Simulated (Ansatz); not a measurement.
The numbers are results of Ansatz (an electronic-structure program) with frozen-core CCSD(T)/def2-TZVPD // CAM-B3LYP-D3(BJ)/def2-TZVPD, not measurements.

Ansatz 0.2 input:
```yaml
crystal:
  periodic: [false, false, false]
  atoms:
    - { symbol: C, position_ang: [-1.45625, 0.243569, 0.040586] }
    - { symbol: S, position_ang: [-0.305739, -1.147391, 0.062369] }
    - { symbol: O, position_ang: [-0.324404, -1.759682, -1.330444] }
    - { symbol: Si, position_ang: [1.540895, 0.163273, 0.317255] }
    - { symbol: O, position_ang: [1.41196, 1.060729, 1.573858] }
    - { symbol: H, position_ang: [-1.292389, 0.822433, 0.94979] }
    - { symbol: H, position_ang: [-1.24914, 0.858062, -0.836342] }
    - { symbol: H, position_ang: [-2.475135, -0.139362, -0.00446] }
    - { symbol: H, position_ang: [2.597109, -0.901966, 0.270843] }
    - { symbol: H, position_ang: [1.553093, 0.800335, -1.043453] }
basis:
  gaussian: { orbitals: def2-TZVPD }
correlation:
  method: ccsd_t
total_charge: -1
```

Output:

```
Functional definition: HF
1652 factors; integrals over basis functions are off by at most 1.1e-3 eV
mean field evaluation 1: about -23861.2710 eV, gradient 5.0e1 eV
mean field evaluation 2: about -23861.4796 eV, gradient 5.1e1 eV
mean field evaluation 4: about -23867.2026 eV, gradient 5.2e0 eV
mean field evaluation 8: about -23867.3158 eV, gradient 6.0e-1 eV
mean field evaluation 16: about -23861.2719 eV, gradient 5.0e1 eV
mean field -23867.31691080 eV, -877.1077186234 hartree, gradient 2.8e-6 eV, S^2 0.000000; 0 other end points of the search recorded, 0 dependent functions left out
13 core orbitals not correlated
reference -23867.31691080 eV, -877.1077186234 hartree; 16, 16 occupied and 222, 222 virtual orbitals, 1652 factors
second order -26.35122746 eV of doubles, -0.00000000 eV of singles
cycle   1  -26.26500478 eV  change    8.6e-2 eV  update   1.5e-1
cycle   2  -27.02039876 eV  change   -7.6e-1 eV  update   5.3e-2
cycle   3  -27.25109985 eV  change   -2.3e-1 eV  update   2.7e-2
cycle   4  -27.23484330 eV  change    1.6e-2 eV  update   7.5e-3
cycle   5  -27.22919384 eV  change    5.6e-3 eV  update   3.7e-3
cycle   6  -27.23101915 eV  change   -1.8e-3 eV  update   1.4e-3
cycle   7  -27.23094752 eV  change    7.2e-5 eV  update   6.1e-4
cycle   8  -27.23065115 eV  change    3.0e-4 eV  update   2.6e-4
cycle   9  -27.23071473 eV  change   -6.4e-5 eV  update   1.0e-4
cycle  10  -27.23083953 eV  change   -1.2e-4 eV  update   4.8e-5
cycle  11  -27.23076227 eV  change    7.7e-5 eV  update   2.8e-5
cycle  12  -27.23075648 eV  change    5.8e-6 eV  update   1.3e-5
perturbative correction -1.22918502 eV, -0.0451717163 hartree
Total energy: -23895.77685230 eV, -878.1536021826 hartree
```

Cost: around 11 core-minutes (rough).
